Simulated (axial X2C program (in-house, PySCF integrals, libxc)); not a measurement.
## BaH: properties at the nuclei

Computed with an in-house all-electron X2C program for linear molecules (integrals from PySCF): two-component X2C with atomic mean-field Coulomb and Gaunt terms, Gaussian nuclei, basis Ba dyall-cv3z, H dyall-v3z with contracted cores.

R = 2.218 Å (near the PBE0 minimum at charge 0 of the determinant lowest at the starting distance; the state shown can have its own minimum elsewhere).

Input and command:
```json
{"zs": [56, 1], "q": 0, "bas": ["dyall-cv3z", "dyall-v3z"], "r0": 2.28, "levels": ["PBE0", "HF", "BHandHLYP", "PBE50", "PBE"], "nst": 3}
```
```bash
python soeom.py task.json out
```

Keys: zs atomic numbers; q charge; bas basis sets; r0 starting distance in Å; levels methods; nst determinants followed.

Determinant lowest in the PBE0 search, Ω = 1/2 (⟨Sz⟩ = 0.50, ⟨Lz⟩ = 0.00 at PBE0), spin on the atoms Ba 0.50, H 0.00:

| level | Eeff magnitude (GV/cm) | Ws magnitude Ba (kHz) | A∥/gI Ba (MHz) | qzz Ba (a.u.) | A∥/gI H (MHz) | qzz H (a.u.) | μ (D) |
| --- | --- | --- | --- | --- | --- | --- | --- |
| PBE0 | 6.55 | 8.22 | 3020 | -2.29 | 9.23 | 0.03 | -3.30 |
| HF | 7.81 | 10 | 2660 | -2.79 | 10.1 | 0.04 | -2.60 |
| BHandHLYP | 7.47 | 9.49 | 3200 | -2.48 | 13.6 | 0.03 | -3.50 |
| PBE50 | 7.09 | 8.95 | 3040 | -2.45 | 8.35 | 0.03 | -3.14 |
| PBE | 5.95 | 7.41 | 2950 | -2.15 | 10.5 | 0.03 | -3.32 |

Determinant 1.23 eV from it at PBE0 and this distance, Ω = 3/2 (⟨Sz⟩ = 0.49, ⟨Lz⟩ = 1.01 at PBE0), spin on the atoms Ba 0.52, H -0.03:

```
    level  Eeff magnitude (GV/cm)  Ws magnitude Ba (kHz)  A∥/gI Ba (MHz)  qzz Ba (a.u.)  A∥/gI H (MHz)  qzz H (a.u.)  μ (D)
     PBE0                    1.34                  0.333            79.8          -1.63          -1.95          0.04  -3.16
       HF                    1.78                  0.574            75.9          -1.12          -1.62          0.04  -3.37
BHandHLYP                   0.782                   0.21            58.2          -1.64          -0.33          0.04  -3.51
    PBE50                    1.72                  0.481            49.8          -1.54          -1.44          0.04  -3.52
      PBE                   0.982                   0.19             112          -1.74          -2.56          0.04  -2.75
```

Eeff is the effective electric field on the electron electric dipole moment in this Ω state and Ws the scalar–pseudoscalar constant of the nucleus named (defined with the proton number Z and per Ω); A∥ (defined per Ω) follows by multiplying with gI = μI/(I μN); qzz is the electric field gradient, eQq0 = 234.96 MHz × Q/barn × qzz; μ is positive if the H end (last atom) is positive. The operators were transformed with the bare-nucleus X2C matrices; with these basis sets, hyperfine constants and field gradients can be off by tens of per cent, and where levels differ in sign neither size nor sign is settled.

With gI(137Ba) = 0.6249, Q(137Ba) = 0.236 barn, gI(1H) = 5.5857 (g factors from the IAEA table of nuclear moments by Stone; Q from Pyykkö, Mol. Phys. 2018), turn the PBE0 values of the first state into constants in MHz.

A∥(137Ba) = 3020 × 0.6249 = 1890 MHz; eQq0(137Ba) = 234.96 × (0.236) × (-2.29) = -127 MHz; A∥(1H) = 9.23 × 5.5857 = 51.6 MHz.

Each state is one determinant with collinear spin. Unrestricted Hartree–Fock can overshoot spin polarisation at the nuclei. Where Eeff spreads by more than a factor of two the levels disagree and none is to be relied on. The search compared states at one distance, so a state with another bond length can lie lower. Further determinants of the search, some of them spin-mixed, are not shown. PBE0 term energies can be off by some tenths of an eV.
